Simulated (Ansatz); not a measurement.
Two isomers of C2H9NOSi: A = `CN(C)[SiH2]O`, B = `NCCO[SiH3]`.

Calculated with Ansatz (gas phase, PBE0-D4/def2-TZVP geometries, no zero-point term in ΔE). CBS: MP2 limit from def2 TZ/QZ plus the TZ coupled-cluster correction, frozen cores. DFT in def2-TZVPP. B3LYP here is the variant with VWN-RPA as its local correlation; programs differ in this. One conformer a species, not always the lowest.

(1) Which isomer does CCSD(T)/CBS put lower? Give the gap. (An estimate is asked.)

(2) Give E(B) − E(A) in kJ/mol with B3LYP, CCSD/def2-TZVPP, PBE0-D4, PBE-D4, BLYP-D4, r2SCAN-D4, B3LYP-D4. (Best estimate.)

(3) Does the order hold for the free energy at 298.15 K (harmonic terms from PBE0-D4)? (An estimate is asked.)

Largest T1 diagnostic: 0.011.

Results:

(1) Ansatz gave: A, by 113.8 kJ/mol.

(2) The calculation gave: B3LYP 108.9, CCSD/def2-TZVPP 110.4, PBE0-D4 111.9, PBE-D4 111.5, BLYP-D4 112.3, r2SCAN-D4 113.3, B3LYP-D4 112.7. None reverses the order clearly.

(3) Computed: Yes: G(B) − G(A) = +111.8 kJ/mol, for one conformer each. Modes under 60 cm⁻¹, often nearly free rotors, make the harmonic entropy too high.

At CCSD(T), def2-SVP lies −18.7 kJ/mol from the extrapolated value and def2-TZVPP −2.1 kJ/mol. In def2-TZVPP, CCSD(T) changes the Hartree–Fock value by +10.5 kJ/mol (the triples alone add +1.3 kJ/mol) and MP2 by +18.7 kJ/mol.
